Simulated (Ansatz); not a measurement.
```xyz
7

C     0.0005    0.0071   -1.3008
C    -0.0051    0.0047   -0.0072
C    -0.0098    0.0019    1.3085
H    -0.0055   -0.9425   -1.8689
H    -0.0048    0.9284   -1.8722
H    -0.9294    0.0066    1.8761
H     0.9467   -0.0008    1.8762
```

Basis set: 6-31G* (spherical functions). Correlated methods keep 3 orbitals frozen. Charge 0, multiplicity 1.

Computed with Ansatz (development build ahead of 0.2.0); each method stands on the lowest determinant of its kind that the runs found. Restricted open shells among the atoms or ions are ROHF, correlated in semicanonical orbitals with singles.

(1) Give the atomization energy at this shape (free ground-state atoms in the same class of orbitals less the molecule, no zero-point energy) of singlet C₃H₄ by RHF-MP2, RHF.

Results:

(1)

```tsv
method	atomization energy
RHF-MP2	28.35 eV
RHF	22.72 eV
```
